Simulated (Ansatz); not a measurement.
C₆H₁₁O, doublet (typed; the unrestricted solution is spin-contaminated), at a GFN2-xTB geometry; MP2/STO-3G (Ansatz, a program for electronic structure).

Here is a job for Ansatz.
Ansatz 0.2 input:
```yaml
crystal:
  periodic: [false, false, false]
  atoms:
    - {symbol: C, position_ang: [-0.97511288, 1.58097870, -0.94203304]}
    - {symbol: C, position_ang: [-0.96231969, 0.53522561, 0.11085503]}
    - {symbol: C, position_ang: [-1.97227886, -0.54738907, 0.09058227]}
    - {symbol: C, position_ang: [0.15344713, 0.42274369, 1.07514839]}
    - {symbol: C, position_ang: [1.00349514, -0.56158825, 0.27571600]}
    - {symbol: C, position_ang: [2.07304886, 0.06860748, -0.57898108]}
    - {symbol: O, position_ang: [0.77513768, -1.75479997, 0.28390729]}
    - {symbol: H, position_ang: [-1.96906957, 2.02875190, -1.00777574]}
    - {symbol: H, position_ang: [-0.25662568, 2.37086978, -0.73304793]}
    - {symbol: H, position_ang: [-0.75760249, 1.16387695, -1.93176553]}
    - {symbol: H, position_ang: [-2.62178701, -0.47275434, -0.77775111]}
    - {symbol: H, position_ang: [-2.58934883, -0.52972765, 0.99332890]}
    - {symbol: H, position_ang: [-1.46799437, -1.52046669, 0.07946754]}
    - {symbol: H, position_ang: [-0.16180915, -0.03317521, 2.01389098]}
    - {symbol: H, position_ang: [0.67421938, 1.36181235, 1.24929421]}
    - {symbol: H, position_ang: [1.65956405, 0.85865389, -1.19986032]}
    - {symbol: H, position_ang: [2.53323844, -0.68746312, -1.21024054]}
    - {symbol: H, position_ang: [2.83443576, 0.50655300, 0.06547593]}
basis:
  gaussian:
    orbitals: STO-3G
magnetization: {spin_polarized: true, initial_magnetization: 1}
correlation: {method: mp2, electrons: outside_noble_gas}
accuracy: high
```

What the program printed (banner, timings and long lists left out):

```
Functional definition: HF
1088 factors; integrals over basis functions are off by at most 2.1e-9 eV
mean field evaluation 1: about -8283.1854 eV, gradient 2.6e1 eV
mean field evaluation 2: about -8283.6039 eV, gradient 2.6e1 eV
mean field evaluation 4: about -8289.0532 eV, gradient 3.5e0 eV
mean field evaluation 8: about -8289.3128 eV, gradient 3.6e-1 eV
mean field evaluation 16: about -8289.4286 eV, gradient 4.5e-3 eV
mean field -8289.42863023 eV, -304.6308833844 hartree, gradient 7.5e-9 eV, S^2 1.002090; 0 other end points of the search recorded, 0 dependent functions left out
7 core orbitals not correlated
reference -8289.42863023 eV, -304.6308833844 hartree; 21, 20 occupied and 18, 19 virtual orbitals, 1088 factors
second order -8.89401493 eV of doubles, -0.00000000 eV of singles
Total energy: -8298.32264516 eV, -304.9577324044 hartree
```
